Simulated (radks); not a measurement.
Results of a calculation; reference values are marked as such.
Fractional charge and spin in the 5d shell of platinum: the spin-up occupation runs from 4 to 5 and the spin-down occupation from 3 to 4; the fullest corner is Pt, [Xe] 4f14 6s(up 0.5, down 0.5) 5d(up 5, down 4). Level of theory: scalar-relativistic Kohn-Sham, r2SCAN, spin-polarised, spherical densities, finite nucleus; meta-GGA in the generalised Kohn-Sham scheme; Fermi nuclear charge, rms radius of each element as measured or else 0.836 A^(1/3) + 0.57 fm (a radial shooting solver on a logarithmic mesh with Libxc functionals). Energy (eV) minus the two flat planes that join the four corners (they meet along the diagonal where the two added fractions sum to one electron); zero is where a piecewise linear energy would lie.

down \ up,4,4.25,4.5,4.75,5
3,0.000,-1.102,-1.456,-1.082,0.000
3.25,-1.089,-1.394,-0.973,0.155,-0.946
3.5,-1.440,-0.969,0.207,-0.849,-1.245
3.75,-1.070,0.155,-0.853,-1.203,-0.920
4,0.000,-0.959,-1.261,-0.932,0.000

Corners above the fullest one (they belong to Pt+ and the next ion): (up 5, down 3) 10.725 eV, (up 4, down 4) 11.552 eV, (up 4, down 3) 33.935 eV. With half an added electron in each spin the energy lies 0.207 eV from the planes, and with half an added electron in spin up alone -1.456 eV. The planes are only a guide here: the flat-plane condition holds for ground states with one frontier orbital, while this shell lies below other occupied shells, so the corners above the fullest one are inner-hole states and not the ground states of those ions.
